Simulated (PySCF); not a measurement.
VOBr, SMILES [O]=[V][Br] (connectivity only; charge and spin as stated), neutral, multiplicity 3.

Coordinates come from a B3LYP-D3(BJ)/def2-TZVP optimisation. The multiplicity is an assumed one; other spin states were not compared.

Level of theory: PBE/def2-TZVPD run with PySCF.

Gas-phase values at a fixed geometry.

Computed frontier levels, dipole moment and polarisability:
| Item | Result |
|---|---|
| α spin, highest occupied and lowest empty level | -5.02 and -4.45 eV |
| β spin, highest occupied and lowest empty level | -7.12 and -3.44 eV |
| dipole moment | 3.00 D |
| quadrupole, principal values (traceless, Buckingham form, about the centre of nuclear charge) | -12.16, 3.07, 9.09 D·Å |
| mean static polarisability | 62.6 bohr³ (9.28 Å³) |
| polarisability, principal values | 45.0, 58.2, 84.6 bohr³ |
| ⟨S²⟩ | 2.035 (pure state 2.00) |
